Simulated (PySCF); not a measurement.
Species: 3-methylanisole, C8H10O.
SMILES with atom numbers: `[CH3:1][O:2][c:3]1[cH:4][cH:5][cH:6][c:7]([CH3:8])[cH:9]1` (hydrogens: H10, H11, H12 on C1; H13 on C4; H14 on C5; H15 on C6; H16, H17, H18 on C8; H19 on C9)

The same species was optimised twice, with GFN2-xTB and with PBE0-D3(BJ)/def2-SVP (PySCF), and the same property calculations (PySCF, gas phase) were run on both structures.

```tsv
coordinate	GFN2-xTB	PBE0-D3(BJ)/def2-SVP	change
O2–C3 (Å)	1.365	1.350	-0.015
C6–C7 (Å)	1.391	1.403	+0.012
C4–C5 (Å)	1.385	1.396	+0.011
C7–C9 (Å)	1.383	1.393	+0.010
C3–C4 (Å)	1.389	1.398	+0.009
C5–C6 (Å)	1.380	1.389	+0.009
C1–O2 (Å)	1.406	1.398	-0.008
C3–C9 (Å)	1.394	1.401	+0.007
C7–C8 (Å)	1.499	1.502	+0.003
O2–C3–C4 (°)	124.9	124.2	-0.7
C3–C4–C5 (°)	119.4	118.9	-0.5
C4–C3–C9 (°)	119.4	119.8	+0.4
C1–O2–C3 (°)	118.4	118.8	+0.4
O2–C3–C9 (°)	115.7	115.9	+0.2
C4–C5–C6 (°)	120.9	121.2	+0.3
C6–C7–C9 (°)	118.9	118.7	-0.2
C6–C7–C8 (°)	120.7	120.8	+0.1
C1–O2–C3–C4 (°)	0	1	+1
```

Rotational constants: A = 3574, B = 1129, C = 867.5 MHz (GFN2-xTB) against A = 3542, B = 1125, C = 863.3 MHz (PBE0-D3(BJ)/def2-SVP).

On the GFN2-xTB structure: HOMO (eV) -6.35 [PBE0/pcSseg-1]; LUMO (eV) -0.04 [PBE0/pcSseg-1]; dipole (D) 0.99 [PBE0/pcSseg-1]; GIAO shielding of C1 (ppm) 131.3 [PBE0/pcSseg-1]; GIAO shielding of O2 (ppm) 232.2 [PBE0/pcSseg-1]; GIAO shielding of C3 (ppm) 19.9 [PBE0/pcSseg-1]; GIAO shielding of C4 (ppm) 77.7 [PBE0/pcSseg-1]; GIAO shielding of C5 (ppm) 52.3 [PBE0/pcSseg-1]; GIAO shielding of C6 (ppm) 61.0 [PBE0/pcSseg-1]; GIAO shielding of C7 (ppm) 41.9 [PBE0/pcSseg-1]; GIAO shielding of C8 (ppm) 162.9 [PBE0/pcSseg-1].

Task: What do these properties become on the PBE0-D3(BJ)/def2-SVP structure?

Result: 
| property | level | on GFN2-xTB | on PBE0-D3(BJ)/def2-SVP | change |
| --- | --- | --- | --- | --- |
| HOMO (eV) | PBE0/pcSseg-1 | -6.35 | -6.32 | +0.03 |
| LUMO (eV) | PBE0/pcSseg-1 | -0.04 | -0.10 | -0.06 |
| dipole (D) | PBE0/pcSseg-1 | 0.99 | 0.99 | 0.00 |
| energy, GFN2-xTB geometry as zero (kcal/mol) | PBE0/pcSseg-1 | 0.0 | -0.2 | -0.2 |
| GIAO shielding of C1 (ppm) | PBE0/pcSseg-1 | 131.3 | 130.7 | -0.6 |
| GIAO shielding of O2 (ppm) | PBE0/pcSseg-1 | 232.2 | 232.6 | +0.4 |
| GIAO shielding of C3 (ppm) | PBE0/pcSseg-1 | 19.9 | 19.8 | -0.1 |
| GIAO shielding of C4 (ppm) | PBE0/pcSseg-1 | 77.7 | 75.5 | -2.2 |
| GIAO shielding of C5 (ppm) | PBE0/pcSseg-1 | 52.3 | 49.7 | -2.6 |
| GIAO shielding of C6 (ppm) | PBE0/pcSseg-1 | 61.0 | 58.6 | -2.4 |
| GIAO shielding of C7 (ppm) | PBE0/pcSseg-1 | 41.9 | 39.8 | -2.1 |
| GIAO shielding of C8 (ppm) | PBE0/pcSseg-1 | 162.9 | 161.1 | -1.8 |

The heavy atoms differ by 0.013 Å rms after alignment. Among bonds between heavy atoms O2–C3 changes most (-0.015 Å). Changes are differences of the printed values. Neither structure is proved a minimum here.

Conformer computed: `[CH3:1][O:2][c:3]1[cH:4][cH:5][cH:6][c:7]([CH3:8])[cH:9]1`: C1–O2–C3–C4 1°.
